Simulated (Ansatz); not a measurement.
`[NH2][Sn]([F])([F])[Cl]` + HCl → `[F][Sn]([F])([Cl])[Cl]` + NH₃  (ligand exchange at the Sn–N bond)

Computed with Ansatz on PBE0-D4/def2-TZVP structures; ΔE is electronic, products minus reactants. CBS: MP2 limit from def2 TZ/QZ plus the TZ coupled-cluster correction, frozen cores. This one scheme is used for every species. Functionals use def2-TZVPP. HSE06 is defined as in plane-wave codes. Elements past krypton have def2 core potentials. For Sn outer-core shells are correlated without core-valence functions, which leaves a few kJ/mol of doubt a bond. One conformer a species, not always the lowest.

`[NH2][Sn]([F])([F])[Cl]`:

```xyz
7

N     0.053   -0.398    1.295
Sn    0.085    0.059   -0.637
F     0.682   -1.429   -1.642
F    -1.640    0.376   -1.370
Cl    1.435    1.839   -1.103
H     0.189    0.416    1.883
H    -0.803   -0.862    1.575
```

HCl:

Z-matrix (Å, degrees):
```
Cl
H 1 1.279
```

`[F][Sn]([F])([Cl])[Cl]`:

Z-matrix (Å, degrees):
```
Sn
F 1 1.887
Cl 1 2.271 2 109.3
Cl 1 2.271 2 109.3 3 125.3
F 1 1.887 2 105.5 3 -117.3
```

NH₃:

```xyz
4

N     0.152    0.126   -0.201
H     0.173   -0.882   -0.291
H     0.496    0.350    0.724
H    -0.821    0.406   -0.232
```

| level | ΔE (kJ/mol) | difference from CCSD(T)/CBS |
| --- | --- | --- |
| r2SCAN-D4 | -71.5 | -4.5 |
| B97M-V | -76.8 | -9.8 |
| PBE0-D4 | -70.8 | -3.8 |
| r2SCANh-D4 | -71.8 | -4.8 |
| HSE06-D4 | -71.1 | -4.1 |
| B2PLYP | -67.9 | -0.9 |
| CCSD(T)/def2-SVP | -66.7 | 0.3 |
| HF/def2-TZVPP | -76.2 | -9.2 |
| CCSD/def2-TZVPP | -62.6 | 4.4 |
| SCS-MP2/def2-QZVPP | -66.8 | 0.2 |
| CCSD(T)/CBS | -67.0 | 0 |

Largest T1 diagnostic among the species: 0.013.

Leaving LDA and LC-ωPBE aside and taking each functional with its dispersion term where it has one, the values, not all of them listed here, spread over 9.6 kJ/mol, from B97M-V to CAM-B3LYP-D4. LDA lies +6.3 kJ/mol from PBE without D4. In def2-TZVPP, CCSD(T) changes the Hartree–Fock value by +14.3 kJ/mol (the triples alone add +0.7 kJ/mol) and MP2 by +12.9 kJ/mol.

CCSD(T)/CBS has its own doubt, a few kJ/mol and more with outer-core shells, so smaller differences from it don't rank the levels.
